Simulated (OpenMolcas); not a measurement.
# F3+: from CASSCF to CASPT2

| Property | Result |
| --- | --- |
| Program | OpenMolcas |
| Basis | ANO-L-VTZP [4s3p2d1f] |
| Scalar Hamiltonian | non-relativistic, point nucleus |
| Active space | 2 electrons in 3 orbitals (2p) |
| State averaging | 2S+1 = 3 even, 3 roots; 2S+1 = 1 even, 6 roots |
| Spin-orbit coupling | state interaction with AMFI integrals over the reference wave functions, term energies averaged over their components |

Methods on the same reference wave functions:
A. CASSCF
B. SS-CASPT2, IPEA 0.25 Eh, imaginary shift 0.1 Eh (closed shells correlated: 1s 2s)

Energies in cm⁻¹ above 2s² 2p² ³P₀, the measured ground level; measured values from Moore, Atomic Energy Levels, vol. I, NSRDS-NBS 35 (1971 reprint of NBS Circular 467, 1949).

| Level | A | B | Measured |
| --- | --- | --- | --- |
| 2s² 2p² ³P₀ | 0.0 | 0.0 | 0.0 |
| 2s² 2p² ³P₁ | 228 | 229 | 225 |
| 2s² 2p² ³P₂ | 669 | 670 | 613 |
| 2s² 2p² ¹D₂ | 27723 | 25900 | 25241 |
| 2s² 2p² ¹S₀ | 68199 | 58410 | 53544 |

Deviations, from unrounded energies. A percentage is the sum of absolute deviations over the sum of measured energies, with the sign that they share, or ± where signs differ.

| Against measurement | Levels | A | B |
| --- | --- | --- | --- |
| mean absolute deviation (cm-1) | 4 | 4300 | 1400 |
| fine structure of the ground term (%) | 2 | +7.0 | +7.2 |
| other terms of the ground configuration (%) | 2 | +21.8 | +7.0 |

B lies closest to measurement on these levels. The largest miss of B in the table is 2s² 2p² ¹S₀, by +4900 cm-1. The ranking rests on the paired levels alone, and a cruder setting can come out closer through cancelling errors.

From A to B the spin-free energies of the other terms of 2s² 2p² shown, above ³P, scale by factors of 0.86 to 0.93.

The lowest spin-free term lies below A's lowest term by 0.088 hartree in B.

CASPT2 breaks the degeneracy within a term, and the mean is taken; among the terms shown or strongly mixed into the levels shown the widest spread is 71 cm-1 (2s² 2p² ¹D, B). With the s shell closed, the reference lacks s² → p² mixing. Measured partners are found by configuration, term and J. A level has none where our copy of the source lacks it or the pairing is in doubt (some pairs that miss far off the trend of their configuration count as doubtful), and it then counts in no deviation. Levels of configurations outside the active space are missing.
